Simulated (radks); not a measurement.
The numbers below are computed, except where a source is named.
All-electron atom: Sc2+ in [Ar] 4s1 (not the ground configuration). Level of theory: Dirac Kohn-Sham, BLYP, spin-unpolarised, spherical densities, finite nucleus; Fermi nuclear charge, rms radius 3.5459 fm (a radial shooting solver on a logarithmic mesh with Libxc functionals).

X-ray form factor f0, the Fourier transform of the density (f0(0) = 19):

sin(theta)/lambda (1/angstrom),f0 (electrons)
0.05,18.604
0.1,17.582
0.15,16.266
0.2,14.902
0.25,13.589
0.3,12.361
0.4,10.264
0.5,8.735
0.6,7.706
0.8,6.454
1,5.499
1.25,4.355
1.5,3.364
2,2.101
